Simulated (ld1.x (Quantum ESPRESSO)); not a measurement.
**technetium: excitation energies, all-electron against TM**

- Element: technetium
- Generator: ld1.x (Quantum ESPRESSO) 7.5
- Type: norm-conserving Troullier–Martins (Kleinman–Bylander form)
- Functional: PW91
- Relativity: fully relativistic
- Frozen core: [Kr]
- Valence charge: 7
- Reference configuration: 4d6 5s1 5p0
- Partial waves: 5p (bound, empty): rc 4.20 bohr; 4d (bound): rc 2.05 bohr; 4f channel at 0.1 Ry: rc 4.30 bohr; 5s (bound): rc 2.85 bohr
- Local potential: the s channel
- Core correction: none

Open shells are filled in proportion to 2j + 1 (rel_dist='average').

Energies are relative to the spin-unpolarised reference configuration 4d6 5s1 5p0; without spin polarisation the order of configurations can differ from experiment.

| valence configuration | charge | ΔE all-electron (eV) | error AE − PS (meV) |
| --- | --- | --- | --- |
| 4d5 5s2 5p0 | 0 | 0.932 | -80 |
| 4d5 5s1 5p0 | +1 | 9.150 | -65 |
| 4d4 5s0 5p0 | +3 | 52.839 | -307 |
| 4d5 5s1 5p1 | 0 | 4.707 | -80 |
| 4d5 5s0 5p1 | +1 | 13.755 | -53 |

(1) What are ΔE and the potential's error for 4d5 5s0 5p0?

(2) What are ΔE and the potential's error for 4d4 5s2 5p0?

Results:

(1) ΔE = 24.067 eV all-electron; the error (AE − PS) is -31 meV.

(2) ΔE = 12.627 eV all-electron; the error (AE − PS) is -320 meV.

ld1.x printed “convergence not achieved” for 4 of the counted tests; their residual had stalled under 1e-8, short of the target of 1e-14.
